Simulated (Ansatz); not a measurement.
`O[SiH](O)CCl` + H₂ → `O[SiH2]CCl` + H₂O  (hydrogenolysis of the Si–O bond)

Computed with Ansatz on PBE0-D4/def2-TZVP structures; ΔE is electronic, products minus reactants. CCSD(T)/CBS adds triple-zeta CCSD(T) − MP2 to the extrapolated MP2 energy (def2 sets, frozen cores). This one scheme is used for every species. Functionals use def2-TZVPP. B3LYP here is the variant with VWN-RPA as its local correlation; programs differ in this. Each species was taken in one conformer, which may not be the lowest.

CCSD(T)/CBS gives +91.8 kJ/mol.

Question: Another level gave +89.7 kJ/mol. Which?
A. B3LYP-D4/def2-TZVPP
B. r2SCAN/def2-TZVPP
C. CCSD/def2-TZVPP
D. PBE0/def2-TZVPP

Answer: C. CCSD/def2-TZVPP 89.7, B3LYP-D4 93.7, PBE0 84.5, r2SCAN 98.1 kJ/mol.

Largest T1 diagnostic among the species: 0.011.

In def2-TZVPP, CCSD(T) changes the Hartree–Fock value by +4.8 kJ/mol (the triples alone add +2.3 kJ/mol) and MP2 by +10.2 kJ/mol. The D4 term adds +5.3 kJ/mol with B3LYP and +2.9 kJ/mol with PBE0; it sums over pairs of atoms, weighted by their polarisabilities, and B3LYP, whose exchange is more repulsive, gets the larger term.
